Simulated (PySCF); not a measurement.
Ga(SH)3 (GaH3S3), SMILES [SH][Ga]([SH])[SH]. Geometry: PBE-D3(BJ)/def2-SVP. The structure was generated by enumeration; whether it is a known compound was not checked. Other conformers were not sampled.

Computed equilibrium geometry at PBE-D3(BJ)/def2-SVP (PySCF confirms it by a frequency run) as a Z-matrix, and its point group (one conformer of several):
point group Cs.
```
Ga
S 1 2.2157
H 2 1.3633 1 92.85
S 1 2.2195 2 116.70 3 180.00
H 4 1.3627 1 93.58 2 -180.00
S 1 2.2234 2 119.36 3 0.00
H 6 1.3627 1 93.82 2 180.00
```
Charge 0, spin multiplicity 1.
